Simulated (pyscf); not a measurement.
# `[CH3][Ti](=[O])[OH]`, singlet

Gas-phase minimum from PySCF at ωB97X-D3(BJ)/def2-SVP, one conformer. 

```xyz
8

C      0.6938     0.6714     0.2309
Ti     0.0263    -0.7579     1.6218
O      1.1529    -1.8190     1.9587
O     -1.6222    -1.4449     1.3745
H      1.6782     1.0983     0.4908
H      0.8101     0.1681    -0.7467
H     -0.0309     1.4947     0.0941
H     -1.9477    -2.3497     1.4140
```

Bonds (Å): C1–Ti2 2.103, C1–H5 1.104, C1–H6 1.106, C1–H7 1.105, Ti2–O3 1.584, Ti2–O4 1.803, O4–H8 0.962. Bond angles (°): Ti2–C1–H5 113.0, Ti2–C1–H6 108.0, Ti2–C1–H7 112.3, H5–C1–H6 106.9, H5–C1–H7 109.0, H6–C1–H7 107.4, C1–Ti2–O3 111.7, C1–Ti2–O4 117.3, O3–Ti2–O4 115.1, Ti2–O4–H8 131.4.

Properties at ωB97X-D3(BJ)/def2-SVP:

| Property | Value |
|---|---|
| Harmonic wavenumbers, unscaled | 68, 118, 175, 238, 434, 488, 542, 568, 572, 794, 1148, 1180, 1416, 1421, 3035, 3131, 3145, 3943 cm⁻¹ |
| Zero-point energy | 32.0 kcal/mol |
| Rotational symmetry number | 1 |
| Entropy of this conformer at 298 K and 1 atm, rigid rotor and harmonic oscillator, modes under 100 cm⁻¹ raised to 100 | 332.0 J/(mol K) |
| Dipole moment | 2.80 D |

Single-point totals, which compare only within one level (frozen core for MP2 and CC):

| level | total energy (hartree) |
|---|---|
| ωB97X-D3(BJ)/def2-TZVP | -1040.60668 |
| PBE/def2-TZVP | -1040.17682 |
| r²SCAN/def2-TZVP | -1040.47530 |
| B3LYP-D3(BJ)/def2-TZVP | -1040.62305 |
| PBE0-D3(BJ)/def2-TZVP | -1040.17888 |
| M06-2X/def2-TZVP | -1040.45118 |
| ωB97M-D3(BJ)/def2-TZVP | -1040.65705 |
| HF/def2-TZVPP | -1038.45959 |
| MP2/def2-TZVPP | -1039.58130 |
| CCSD/def2-TZVPP | -1039.56563 |
| CCSD(T)/def2-TZVPP | -1039.62867 |

Soft torsions are taken as harmonic, which can shift the entropy by several J/(mol K). The CCSD(T) − MP2 part came from Ansatz, without density fitting, on the same reference. The frozen core leaves the outer d or s,p core shells of the metals and heavy elements correlated in the MP2 and CC values, and def2-TZVPP describes them poorly, so these totals are far from the basis limit.
